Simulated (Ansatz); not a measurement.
Reaction (redistribution): `C[SiH](O)[Si](O)(F)F` + silanol → `O[Si](O)(F)F` + `C[SiH](O)[SiH3]`

Gas-phase electronic energies from Ansatz, PBE0-D4/def2-TZVP geometries. CCSD(T)/CBS is the MP2 limit (def2-TZVPP, def2-QZVPP) plus CCSD(T) − MP2 in def2-TZVPP, frozen cores. DFT in def2-TZVPP. B3LYP here is the variant with VWN-RPA as its local correlation; programs differ in this. One conformer a species, not always the lowest.

```csv
species,B3LYP-D4 energy (Eh)
`C[SiH](O)[Si](O)(F)F`,-971.35538
`O[SiH3]`,-367.23038
`O[Si](O)(F)F`,-641.28544
`C[SiH](O)[SiH3]`,-697.31166
```

Question: Work out ΔE.

Answer: ΔE = (-641.28544) + (-697.31166) − (-971.35538) − (-367.23038) = -0.01134 Eh = -29.8 kJ/mol. CCSD(T)/CBS gives -37.5 kJ/mol.

Largest T1 diagnostic among the species: 0.012.

From PBE to PBE0 (25 % exact exchange), in def2-TZVPP and without D4, ΔE moves by −5.9 kJ/mol.
